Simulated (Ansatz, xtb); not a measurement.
## Redistribution: B(CH3)2(NH2) + BH(CH3)(SH) → B(CH3)2(SH) + BH(CH3)(NH2)

Species: B(CH3)2(NH2), singlet; BH(CH3)(SH), singlet; B(CH3)2(SH), singlet; BH(CH3)(NH2), singlet. The partners trade NH2 for SH; both sit on B, so the bond types are kept.

Shapes, held fixed at every level: PBE0-D4/def2-TZVP. Flexible molecules stand in one conformer, not always the lowest. Programs: Ansatz 0.2.0, xtb 6.7.1, xtb 6.7.1 later snapshot. The zero-point and thermal change to 298 K, harmonic and unscaled (PBE0-D4/def2-TZVP), is +0.3 kJ/mol.

| level | kind | ΔH(298 K) (kJ/mol) | less CCSD(T)/CBS estimate |
| --- | --- | --- | --- |
| GFN2-xTB | semi-empirical | +1.5 | +4.0 |
| HF/def2-SVP | Hartree–Fock | -1.3 | +1.2 |
| BHLYP-D4/def2-TZVPP | global hybrid | -2.8 | -0.3 |
| PBE0-D4/def2-TZVPP | global hybrid | -3.1 | -0.6 |
| wB97M-V/def2-TZVPP | range-separated hybrid | -2.9 | -0.4 |
| B2PLYP/def2-TZVPP | double hybrid | -2.3 | +0.2 |
| MP2/def2-SVP | perturbation theory | -3.3 | -0.8 |
| CCSD(T)/def2-SVP | coupled cluster or CI | -2.4 | +0.1 |
| CCSD(T)/CBS estimate | coupled cluster or CI | -2.5 | 0.0 |

The highest level, CCSD(T)/CBS estimate, gives ΔH(298 K) = -2.5 kJ/mol; the levels span -3.3 to +1.5. That is about zero within the method's error. They disagree on the sign: 1 of 9 are positive. The column of differences is taken from that level and isn't an error. No measured value is set beside it here. The CBS estimate extrapolates MP2 from def2-TZVPP and def2-QZVPP and adds CCSD(T) − MP2 in the triple-zeta set, cores frozen.
